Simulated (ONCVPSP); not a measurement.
lanthanum (La): ONCV pseudisation with PBE, scalar-relativistic reference atom.

lanthanum, optimised norm-conserving Vanderbilt (ONCV), made with ONCVPSP 4.0.1 (PBE, scalar-relativistic). Core [Kr] 4d10, reference 5s2 5p6 5d1 6s2. Waves: 5s+6s: rc 2.15 bohr, ncon 4, nbas 7, qcut 5.4 1/bohr, 2 projectors; 5p: rc 2.95 bohr, ncon 4, nbas 7, qcut 4.7 1/bohr, 1 projector; 5d: rc 3.70 bohr, ncon 4, nbas 8, qcut 5 1/bohr, 3 projectors, debl 1.7 Ha; f scattering state at 0.46 Ha: rc 3.80 bohr, ncon 4, nbas 8, qcut 2.9 1/bohr, 2 projectors, debl 1.2 Ha. Local part: polynomial inside 1.60 bohr (lpopt 3, dvloc0 3 Ha). Core correction: none.

In the f channel the program set the typed energies aside and used -0.160, 1.040 Ha.

Results:

| Quantity | Value |
| --- | --- |
| Cutoffs needed | 11 Ha and 13 Ha (the cutoffs (Ha) at which the residual kinetic energy of the hardest occupied pseudo-wave falls to 1 and 0.1 mHa per electron) |
| Ghost test | no bound ghost flagged; GHOST(+) flagged for s at 183.1 eV |
| Largest excitation error | +110 meV (all-electron minus pseudo) for 5s2 5p6 5d0 6s2 6p1, out of 4 test configurations |

Generation and tests took about 6.5 s on one core of a shared server CPU.
